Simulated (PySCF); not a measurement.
# Peak assignment

Geometry:
| atom | x (Å) | y (Å) | z (Å) |
| --- | --- | --- | --- |
| C1 | -3.190 | 0.727 | 0.287 |
| C2 | -2.247 | 0.505 | -0.628 |
| C3 | -1.453 | -0.759 | -0.724 |
| N4 | -0.027 | -0.513 | -0.668 |
| C5 | 0.683 | 0.146 | 0.278 |
| C6 | 1.991 | 0.061 | -0.161 |
| C7 | 3.248 | 0.597 | 0.427 |
| N8 | 1.982 | -0.636 | -1.329 |
| N9 | 0.773 | -0.975 | -1.625 |
| H10 | -3.759 | 1.660 | 0.305 |
| H11 | -3.436 | -0.021 | 1.047 |
| H12 | -2.014 | 1.270 | -1.378 |
| H13 | -1.613 | -1.258 | -1.692 |
| H14 | -1.741 | -1.464 | 0.072 |
| H15 | 0.216 | 0.607 | 1.144 |
| H16 | 3.310 | 1.693 | 0.328 |
| H17 | 4.104 | 0.162 | -0.106 |
| H18 | 3.339 | 0.352 | 1.495 |

- coordinates at the PBE0-D3(BJ)/def2-SVP level
- shieldings: GIAO B3LYP/pcSseg-1
- program: PySCF 2.14
- gas phase, a single conformation, averaged over atoms made equivalent by symmetry, fast rotation or ring inversion, relativity neglected

Scale: TMS for ¹³C, ¹H (reference shieldings calculated alike).

(1) Assign these signals to the numbered atoms. ¹³C{¹H} NMR (computed): δ 149.2, 144.8, 126.3, 124.8, 55.9, 12.9.

(2) Assign these signals to the numbered atoms. ¹H NMR (500 MHz, computed): δ 7.19 (s, 1H), 6.07 (m, 1H), 5.62 (m, 1H), 5.43 (m, 1H), 4.74 (d, 2H), 2.43 (s, 3H).

Results:

(1) 
149.2 → C6, substituted aromatic carbon next to a ring nitrogen
144.8 → C2, alkene CH: an sp2 carbon of a C=C bond
126.3 → C1, terminal =CH2 carbon: the olefinic region
124.8 → C5, aromatic CH next to a ring nitrogen
55.9 → C3, allylic sp3 CH2 bonded to N: the inductive effect lowers its shielding
12.9 → C7, methyl carbon on an aromatic ring: saturated and bonded to C and H only

C1 and C5 lie closer than the usual error of such a calculation, so a measured spectrum could show them in the other order.

(2) 
7.19 → H15, hydrogen on an aromatic CH next to a ring nitrogen: it sits in the deshielding region of the aromatic ring current
6.07 → H12, hydrogen on an alkene CH: a vinylic proton, deshielded by the sp2 carbon and the C=C anisotropy
5.62 → H11, hydrogen on a terminal =CH2 carbon: attached to an sp2 carbon and in the plane of the double bond
5.43 → H10, hydrogen on a terminal =CH2 carbon
4.74 → H13/H14, hydrogen on an allylic sp3 CH2 bonded to N: its carbon carries N, which withdraws density
2.43 → H16/H17/H18, hydrogen on a methyl carbon on an aromatic ring: benzylic-type position, deshielded by the ring

Shifts are as computed. Against solution values, carbons near 30 ppm lie about +2 ppm off and those near 130 ppm about +6 ppm. Of 1211 compounds with measured shifts, 218 miss one by over three times the rms of a fit or turn the order of signals round; such compounds aren't used in these exercises. No couplings were computed; multiplicities are counted from neighbouring protons, with m where these are inequivalent, close in shift, in a saturated or five-membered ring or joined by F or P, and br s for small geminal =CH2 splittings.
